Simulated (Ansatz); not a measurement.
Consider the atomization: `[GeH2][Br]`• → Br• + Ge• + 2 H•.

Calculated with Ansatz (gas phase, PBE0-D4/def2-TZVP geometries, no zero-point term in ΔE). CCSD(T)/CBS is the MP2 limit (def2-TZVPP, def2-QZVPP) plus CCSD(T) − MP2 in def2-TZVPP, frozen cores. This one scheme is used for every species, atoms too. DFT in def2-TZVPP. B3LYP here is the variant with VWN-RPA as its local correlation; programs differ in this. Open shells (•) are unrestricted, without spin–orbit coupling. Spin–orbit coupling would lower the free atoms: clearly for Br, Ge. For Br, Ge outer-core shells are correlated without core-valence functions, so the limit isn't a true one: a few kJ/mol of doubt a bond, and 10 to 20 or more in all where bonds break to atoms. Scalar relativity is left out up to krypton.

`[GeH2][Br]`•:

```xyz
4

Ge   -0.286    0.135   -0.398
Br   -0.271   -1.705    0.995
H    -0.539    1.375    0.490
H     1.096    0.194   -1.087
```

```csv
level,ΔE (kJ/mol),difference from CCSD(T)/CBS
PBE-D4,871.2,-1.7
r2SCAN-D4,887.9,15.0
B97M-V,886.6,13.7
B3LYP-D4,862.2,-10.7
r2SCANh-D4,882.6,9.7
BHLYP-D4,849.4,-23.5
CAM-B3LYP-D4,862.1,-10.8
ωB97M-V,857.7,-15.2
B2PLYP,853.4,-19.5
PBE-QIDH,865.5,-7.4
PBE,864.5,-8.4
r2SCANh,881.1,8.2
CCSD/def2-SVP,791.6,-81.3
MP2/def2-TZVPP,851.2,-21.7
MP2/CBS(def2),868.7,-4.2
CCSD/CBS(def2),860.0,-12.9
CCSD(T)/CBS,872.9,0
```

Largest T1 diagnostic among the species: 0.011.

At CCSD(T), def2-SVP lies −71.8 kJ/mol from the extrapolated value and def2-TZVPP −17.5 kJ/mol: correlation converges slowly with the basis, and small sets miss more of it in the bonded molecule than in its fragments. From PBE to PBE0 (25 % exact exchange), in def2-TZVPP and without D4, ΔE moves by −5.7 kJ/mol: exact exchange takes away binding that semilocal exchange gives to molecules. In def2-TZVPP, CCSD(T) changes the Hartree–Fock value by +222.9 kJ/mol (the triples alone add +12.9 kJ/mol) and MP2 by +218.7 kJ/mol; breaking electron pairs costs correlation energy, which Hartree–Fock lacks.

For atomizations the MP2-based limit and the directly extrapolated one differ by several kJ/mol either way, and by 10 to 25 for some Ge, Se and Sn compounds, so smaller differences from it don't rank the levels.
